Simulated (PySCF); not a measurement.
Mg(Br)(iPr) (C3H7BrMg), SMILES C[CH](C)[Mg][Br].

Geometry optimised at B3LYP-D3(BJ)/def2-SVP. The values are those of a single conformer.

Method: TDDFT-PBE/def2-SVPD (PySCF).

Vertical excitations. Gas-phase values at a fixed geometry. State labels are in the subgroup Cs.

```json
[
 {"state": "S1", "symmetry": "A'", "energy (eV)": "4.32", "λ (nm)": "287", "f": "0.221", "main pairs": "HOMO→LUMO 96 %"},
 {"state": "S2", "symmetry": "A'", "energy (eV)": "4.62", "λ (nm)": "268", "f": "0.031", "main pairs": "HOMO→LUMO+1 98 %"},
 {"state": "S3", "symmetry": "A\"", "energy (eV)": "4.67", "λ (nm)": "266", "f": "0.029", "main pairs": "HOMO→LUMO+2 98 %"},
 {"state": "S4", "symmetry": "A'", "energy (eV)": "4.97", "λ (nm)": "250", "f": "0.041", "main pairs": "HOMO−1→LUMO 99 %"},
 {"state": "S5", "symmetry": "A\"", "energy (eV)": "4.97", "λ (nm)": "250", "f": "0.043", "main pairs": "HOMO−2→LUMO 98 %"},
 {"state": "S6", "symmetry": "A'", "energy (eV)": "5.62", "λ (nm)": "221", "f": "0.058", "main pairs": "HOMO→LUMO+3 99 %"},
 {"state": "S7", "symmetry": "A\"", "energy (eV)": "5.68", "λ (nm)": "218", "f": "0.000", "main pairs": "HOMO−2→LUMO+1 100 %"},
 {"state": "S8", "symmetry": "A'", "energy (eV)": "5.70", "λ (nm)": "218", "f": "0.000", "main pairs": "HOMO−1→LUMO+1 56 %, HOMO−2→LUMO+2 43 %"},
 {"state": "S9", "symmetry": "A\"", "energy (eV)": "5.72", "λ (nm)": "217", "f": "0.000", "main pairs": "HOMO−1→LUMO+2 100 %"},
 {"state": "S10", "symmetry": "A'", "energy (eV)": "5.95", "λ (nm)": "208", "f": "0.027", "main pairs": "HOMO−2→LUMO+2 42 %, HOMO−1→LUMO+1 30 %, HOMO−3→LUMO 23 %"},
 {"state": "T1", "symmetry": "A'", "energy (eV)": "3.39", "λ (nm)": "366", "f": "0", "main pairs": "HOMO→LUMO 99 %"},
 {"state": "T2", "symmetry": "A'", "energy (eV)": "4.30", "λ (nm)": "288", "f": "0", "main pairs": "HOMO→LUMO+1 99 %"},
 {"state": "T3", "symmetry": "A\"", "energy (eV)": "4.35", "λ (nm)": "285", "f": "0", "main pairs": "HOMO→LUMO+2 99 %"},
 {"state": "T4", "symmetry": "A'", "energy (eV)": "4.77", "λ (nm)": "260", "f": "0", "main pairs": "HOMO−1→LUMO 99 %"}
]
```
Triplets are in the Tamm–Dancoff approximation, which puts them higher than full response would, so one can lie above its singlet here.
